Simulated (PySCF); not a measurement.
HSZn, SMILES [SH][Zn] (connectivity only; charge and spin as stated), neutral, multiplicity 2. Atoms are numbered in the order given.

```xyz
3

Zn     0.0010     0.8200     0.0000
S     -0.0816    -1.4437     0.0000
H      1.2736    -1.4996     0.0000
```
Charge 0, spin multiplicity 2.

Geometry: PBE-D3(BJ)/def2-TZVP. The spin state was assumed, not searched. The isomer is the one that the SMILES or the coordinates give; other isomers of the formula were not compared.

Computed with PBE-D3(BJ)/def2-TZVP in PySCF.

Frequencies are harmonic and unscaled.

```
mode  ν (cm⁻¹)  IR (km/mol)  moving atoms (share of kinetic energy)
----  --------  -----------  --------------------------------------
1          311         16.8                         S 64 %, Zn 34 %
2          557         12.1                                  H 95 %
3         2604          2.5                                  H 97 %
```
